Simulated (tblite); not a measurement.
Compound: C4H2F3O (charge -1).
Bonds: O1–C2, C2–C3 (double), C3–C4 (double), C4–C5, C5–F6, C5–F7, C5–F8. Hydrogens: H9 on C2; H10 on C4.
Bond orders are those of one Lewis drawing.

Computed with GFN2-xTB (tblite), gas phase: L-BFGS steps from a force-field or distance-geometry start until the largest atomic force falls under 0.01 eV/Å.

Step 64: E = -762.0963 eV
```
atom  x, y, z in Å  |  force x, y, z in eV/Å
O1      2.8621   -0.4614    1.4073    0.018  -0.052   0.033
C2      2.1430    0.0036    0.5010   -0.016   0.015  -0.009
C3      0.8156   -0.0404    0.2806   -0.006  -0.019   0.008
C4     -0.2581   -0.4624   -0.3429   -0.011   0.056  -0.010
C5     -1.5773    0.1915   -0.1671   -0.022   0.019  -0.029
F6     -2.6249   -0.6872   -0.1425    0.016  -0.014   0.027
F7     -1.7182    0.9423    0.9393   -0.003  -0.008  -0.037
F8     -1.9198    1.0368   -1.2031    0.000   0.005   0.029
H9      2.6037    0.7519   -0.2144    0.015   0.040  -0.022
H10    -0.3171   -1.2699   -1.0806    0.007  -0.041   0.010
```

Step 65: E = -762.0968 eV
```
atom  x, y, z in Å  |  force x, y, z in eV/Å
O1      2.8630   -0.4768    1.4010    0.002  -0.050   0.028
C2      2.1429    0.0003    0.5017   -0.011   0.008  -0.004
C3      0.8127   -0.0312    0.2887    0.007  -0.034  -0.007
C4     -0.2567   -0.4557   -0.3421    0.003   0.071  -0.009
C5     -1.5791    0.1910   -0.1676   -0.033   0.022  -0.019
F6     -2.6221   -0.6937   -0.1283    0.029  -0.003   0.022
F7     -1.7193    0.9529    0.9313   -0.006  -0.010  -0.042
F8     -1.9313    1.0227   -1.2115    0.000  -0.003   0.035
H9      2.6077    0.7517   -0.2078    0.000   0.044  -0.022
H10    -0.3089   -1.2565   -1.0878    0.010  -0.045   0.018
```

Step 66: E = -762.0974 eV
```
atom  x, y, z in Å  |  force x, y, z in eV/Å
O1      2.8616   -0.4976    1.3944   -0.023  -0.037   0.013
C2      2.1423   -0.0030    0.5036    0.004  -0.009   0.007
C3      0.8096   -0.0222    0.2961    0.023  -0.043  -0.024
C4     -0.2549   -0.4462   -0.3445    0.025   0.068  -0.011
C5     -1.5810    0.1907   -0.1691   -0.039   0.017   0.003
F6     -2.6172   -0.7024   -0.1052    0.044   0.020   0.007
F7     -1.7166    0.9676    0.9194   -0.016  -0.006  -0.039
F8     -1.9484    1.0036   -1.2222   -0.010  -0.014   0.036
H9      2.6133    0.7540   -0.1962   -0.021   0.044  -0.017
H10    -0.2997   -1.2398   -1.0987    0.013  -0.041   0.024
```

Question: Estimate the geometry and energy of step 67. (The exact step hangs on the optimiser's Hessian estimate; all steps are aligned on step 66, rigid shifts and turns removed.)

Answer: E = -762.0983 eV, largest force 0.077 eV/Å
```
atom  x, y, z in Å  |  force x, y, z in eV/Å
O1      2.8567   -0.5212    1.3897   -0.045  -0.015  -0.004
C2      2.1415   -0.0057    0.5066    0.029  -0.035   0.017
C3      0.8079   -0.0162    0.2992    0.033  -0.034  -0.037
C4     -0.2529   -0.4348   -0.3517    0.046   0.040  -0.013
C5     -1.5827    0.1909   -0.1714   -0.032   0.006   0.033
F6     -2.6095   -0.7122   -0.0741    0.055   0.051  -0.018
F7     -1.7094    0.9854    0.9045   -0.031   0.010  -0.019
F8     -1.9704    0.9811   -1.2331   -0.030  -0.027   0.028
H9      2.6202    0.7597   -0.1792   -0.042   0.037  -0.007
H10    -0.2924   -1.2223   -1.1129    0.015  -0.034   0.020
```

The energy changes by -0.0009 eV. The first-order estimate −F·Δx gives -0.0013 eV and the mean of the old and new forces, exact on a quadratic surface, -0.0009 eV. The step makes an angle of 83° with the force vector and moves no atom by more than 0.033 Å.

What follows is the cost of the whole relaxation. Time: 0.2 s of wall time. Hardware: an AMD EPYC 9R45 with one thread, shared host.
